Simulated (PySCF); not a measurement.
## Fractional electron number in Zr (zirconium, neutral)

The 5s beta orbital of [Kr] 4d2 5s2 is emptied in steps (occupation f), with all orbitals relaxed, ending at [Kr] 4d2 5s1. Computed with PySCF 2.14 in def2-TZVPPD with the def2 core potential (28 electrons), with a scalar-relativistic core potential. The exact energy is a straight line in f; departures are measured from the line between the end points of the same method.

| f | CAM-B3LYP (eV) |
| --- | --- |
| 1 | 0.000 |
| 0.75 | -0.191 |
| 0.5 | -0.262 |
| 0.25 | -0.205 |
| 0 | 0.000 |

```tsv
method	E(f=0) − E(f=1) (eV)	−ε at f=1 (eV)	−ε at f=0.5 (eV)
CAM-B3LYP	6.538	5.546	6.501
```

Orbital energy along the path (eV):

```csv
f,CAM-B3LYP
1,-5.546
0.75,-6.008
0.5,-6.501
0.25,-7.044
0,-7.684
```

Reference removal energy between the ground levels: 6.634 eV (measured; NIST Atomic Spectra Database, ionization energies). The calculation has no spin-orbit coupling.
